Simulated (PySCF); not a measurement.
C2H6BFO2. Atoms are numbered in the order given.

```xyz
12

C     -2.4235     0.4680     0.2282
O     -1.0605     0.7977     0.4616
B     -0.0427     0.0147     0.0084
O     -0.2604    -1.1357    -0.6995
C      1.4601     0.4534     0.3119
F      2.3301    -0.5032    -0.2524
H     -2.9161     1.3081    -0.3043
H     -2.9390     0.3264     1.2011
H     -2.5315    -0.4562    -0.3752
H      0.6143    -1.5196    -0.9146
H      1.6635     0.5195     1.4048
H      1.6993     1.4515    -0.1200
```

The structure is a stationary point at PBE-D3(BJ)/def2-SVP. This is a generated structure with no PubChem entry under its InChIKey; it may be hypothetical. The values are those of a single conformer.

Calculation: HF/pcSseg-1 (PySCF).

GIAO shieldings, no solvent; atoms alike by connectivity are averaged. δ = σ(ref) − σ: ¹³C against TMS (σ = 192.6 ppm); ¹⁷O against H2O (σ = 333.0 ppm); ¹¹B against BF3 (σ = 102.7 ppm); ¹⁹F against CFCl3 (σ = 238.5 ppm); ¹H against TMS (σ = 31.99 ppm), references at their B3LYP-D3(BJ)/def2-TZVP geometries, non-relativistic.

Computed chemical shifts:
```json
[
 {"nucleus": "¹³C", "atoms": "C5", "count": "1", "δ (ppm)": "74.0"},
 {"nucleus": "¹³C", "atoms": "C1", "count": "1", "δ (ppm)": "51.9"},
 {"nucleus": "¹⁷O", "atoms": "O4", "count": "1", "δ (ppm)": "103.0"},
 {"nucleus": "¹⁷O", "atoms": "O2", "count": "1", "δ (ppm)": "58.4"},
 {"nucleus": "¹¹B", "atoms": "B3", "count": "1", "δ (ppm)": "20.1"},
 {"nucleus": "¹⁹F", "atoms": "F6", "count": "1", "δ (ppm)": "-249.0"},
 {"nucleus": "¹H", "atoms": "H10", "count": "1", "δ (ppm)": "6.15"},
 {"nucleus": "¹H", "atoms": "H11, H12", "count": "2", "δ (ppm)": "4.71"},
 {"nucleus": "¹H", "atoms": "H7, H8, H9", "count": "3", "δ (ppm)": "4.30"}
]
```
